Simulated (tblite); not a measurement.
Compound: C₅H₅NP (charge -1).
Atom-mapped SMILES: `[PH-:1][c:2]1[cH:3][cH:4][cH:5][n:6][cH:7]1` (hydrogens: H8 on P1; H9 on C3; H10 on C4; H11 on C5; H12 on C7)

Geometry (GFN2-xTB, Å), atoms numbered from 1 in this order:
```
atom  x, y, z in Å
P1     2.5898    0.8620   -0.2906
C2     0.9442    0.2800   -0.0984
C3    -0.1585    1.1390   -0.2996
C4    -1.4387    0.6621   -0.1434
C5    -1.6262   -0.6685    0.2126
N6    -0.6085   -1.5055    0.4098
C7     0.6119   -1.0458    0.2593
H8     3.1717   -0.3495    0.0168
H9     0.0222    2.1711   -0.5766
H10   -2.2958    1.3106   -0.2943
H11   -2.6178   -1.0893    0.3472
H12    1.4068   -1.7669    0.4310
```

Level: GFN2-xTB in tblite, geometry and Hessian alike; calculated harmonic values, unscaled, isolated species. Against measured fundamentals such values can be off by several per cent, at times by over 20. Modes of hydrogen on phosphorus can be 10 to 20 % off. One conformer, not necessarily the lowest.

Harmonic wavenumbers (cm⁻¹): 154.5, 260.9, 349.1, 391.5, 415.0, 420.6, 595.0, 662.0, 729.9, 743.0, 822.5, 872.4, 903.7, 907.7, 985.4, 1085.1, 1121.7, 1151.7, 1196.5, 1274.9, 1319.8, 1376.4, 1433.3, 1511.2, 1555.4, 2283.3, 2987.5, 2990.2, 3004.4, 3031.4.

A = 5824, B = 1620, C = 1268 MHz; mass 110.016 u (most abundant isotopes); point group Cs, symmetry number 1.

Task: What is the zero-point energy?

Result: Half the sum of the wavenumbers: 18268 cm⁻¹ = 52.23 kcal/mol.

Task: What is S at 273.15 K and 1 bar for an ideal gas of classical rigid rotors and harmonic oscillators?

Result: Translation 39.59, rotation 27.43, vibration 9.20: S = 76.2 cal/(mol K).

Task: And Cp and H(273.15 K) − H(0)?

Result: Cp = 23.31 cal/(mol K), of which vibrations give 15.36 (their classical limit is 30 R = 59.6); H(273.15 K) − H(0) = 3.82 kcal/mol without the zero-point energy, 1.65 from vibrations.

Task: How do the functions run with temperature in this model?

Result: 
```csv
T (K),S (cal/(mol K)),Cp (cal/(mol K)),H − H(0) (kcal/mol),G − H(0) (kcal/mol),ln q(vib)
100,60.2,10.9,0.88,-5.14,0.15
200,69.9,17.8,2.31,-11.66,0.86
300,78.5,25.3,4.47,-19.08,1.90
500,94.6,37.9,10.86,-36.41,4.50
800,115.0,49.0,24.07,-67.96,8.73
1000,126.5,53.4,34.34,-92.14,11.45
```

q(vib) and H(0) count from the zero-point level.

Task: What must be added to the electronic energy to get the Gibbs energy at 273.15 K and 1 bar?

Result: ZPE + [H(273.15 K) − H(0)] − T·S = 52.23 + 3.82 − 20.82 = 35.23 kcal/mol.

Hindered rotation and anharmonicity are outside this model. Other conformers, if any are populated, would add a mixing term that is left out.
